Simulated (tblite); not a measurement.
Isomers of C7H8FP. Method: GFN2-xTB as coded in tblite; computed harmonic values from a numerical Hessian at the method's own geometry, unscaled. This tight-binding method is rough: wavenumbers can miss measured ones by several per cent, in bad cases by 10 to 20. Modes of hydrogen on phosphorus can be 10 to 20 % off. One conformer each.

Electronic energies: GFN2-xTB at the same geometries; isomer energies are rough at this level and their order can be wrong.

```json
{"SMILES": "CPc1ccc(F)cc1", "electronic energy, lowest = 0 (kJ/mol)": "0.0"}
{"SMILES": "C#CCP1CC=C(F)C1", "electronic energy, lowest = 0 (kJ/mol)": "187.5"}
{"SMILES": "CCc1cccc(F)p1", "electronic energy, lowest = 0 (kJ/mol)": "18.8"}
```

Q: How do GFN2-xTB zero-point energies change the relative energies?

A: 
```csv
SMILES,ZPE (kJ/mol),of it from modes above 1550 cm⁻¹,electronic (kJ/mol),"with ZPE, lowest = 0 (kJ/mol)",lowest mode (cm⁻¹),rings
CPc1ccc(F)cc1,329.6,160.3,0.0,0.0,28,1
CCc1cccc(F)p1,339.9,154.4,18.8,29.2,40,1
C#CCP1CC=C(F)C1,327.3,168.5,187.5,185.2,49,1
```

The zero-point energies span 12.6 kJ/mol, from `C#CCP1CC=C(F)C1` to `CCc1cccc(F)p1`. The order is unchanged.

Q: What do entropy and thermal enthalpy add at 298.15 K and 1 bar (rigid rotor, harmonic oscillator, one conformer each)?

A: 
```json
{"SMILES": "CPc1ccc(F)cc1", "point group": "C1", "symmetry number": "1", "S (J/(mol K))": "399.1", "H − H(0) (kJ/mol)": "26.45", "ZPE + H − H(0) − TS (kJ/mol)": "237.0"}
{"SMILES": "CCc1cccc(F)p1", "point group": "C1", "symmetry number": "1", "S (J/(mol K))": "392.9", "H − H(0) (kJ/mol)": "26.03", "ZPE + H − H(0) − TS (kJ/mol)": "248.8"}
{"SMILES": "C#CCP1CC=C(F)C1", "point group": "C1", "symmetry number": "1", "S (J/(mol K))": "404.2", "H − H(0) (kJ/mol)": "27.90", "ZPE + H − H(0) − TS (kJ/mol)": "234.7"}
```
